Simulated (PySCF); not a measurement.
A run that did not reach its result, on `C1[SiH2]N(C=O)[SiH2]C1` (driver script around PySCF, density fitting, GFN2-xTB geometry as the base; each input is a line of settings and coordinates in Å).

Command:
```bash
OMP_NUM_THREADS=1 python probes_run.py task.json out
```
Input:
```
{"job": {"kind": "j", "xc": "PBE", "basis": "pcX-1", "scf": {"max_cycle": 8, "aux": "cc-pvdz-ri"}}, "charge": 0, "multiplicity": 1}
O      3.059715     0.375013    -0.505034
C      2.338186    -0.404530     0.074570
N      1.010147    -0.289192     0.057304
Si     0.452265     1.100792    -0.890667
C     -1.406806     0.717034    -0.685132
C     -1.638141    -0.067184     0.615191
Si    -0.185169    -1.264651     0.879648
H      2.729254    -1.256850     0.655696
H      0.878793     2.324249    -0.218289
H      0.897628     0.971426    -2.272019
H     -2.019393     1.617685    -0.700716
H     -1.738821     0.108660    -1.527874
H     -2.604984    -0.570440     0.596685
H     -1.675250     0.634668     1.450512
H     -0.315969    -2.547098     0.181789
H      0.210946    -1.440638     2.276926
```

Output:
```
KeyError: 'Element h (Z=1) not found in basis pcX-1 version 1'
```

Q: What went wrong, and what mends it?

A: The basis pcX-1 in the Basis Set Exchange has no functions for hydrogen, so the input was refused before any integral. Choose a basis that covers all elements. The run gave no result.
